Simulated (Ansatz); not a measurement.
Reaction (redistribution): `CC#[C][GeH2][OH]` + `O[SiH2][CH2][SnH3]` → `O[SiH2][CH2][GeH2][OH]` + `CC#[C][SnH3]`

Program: Ansatz. Geometries: PBE0-D4/def2-TZVP. ΔE: electronic, gas phase. CCSD(T)/CBS is the MP2 limit (def2-TZVPP, def2-QZVPP) plus CCSD(T) − MP2 in def2-TZVPP, frozen cores. DFT in def2-TZVPP. Elements past krypton have def2 core potentials. For Ge, Sn outer-core shells are correlated without core-valence functions, which leaves a few kJ/mol of doubt a bond. Scalar relativity is left out up to krypton. Each species was taken in one conformer, which may not be the lowest.

```json
{"level": "PBE-D4", "ΔE (kJ/mol)": "-19.0"}
{"level": "PBE", "ΔE (kJ/mol)": "-17.5"}
{"level": "SCS-MP2/def2-QZVPP", "ΔE (kJ/mol)": "-18.0"}
{"level": "HF/CBS(def2)", "ΔE (kJ/mol)": "-17.1"}
```

What does CCSD(T)/CBS give? (An estimate is asked.)

Ansatz gave: -19.2 kJ/mol. The listed levels differ from it by 0.2, 1.7, 1.2, 2.1 kJ/mol.

Largest T1 diagnostic among the species: 0.013.
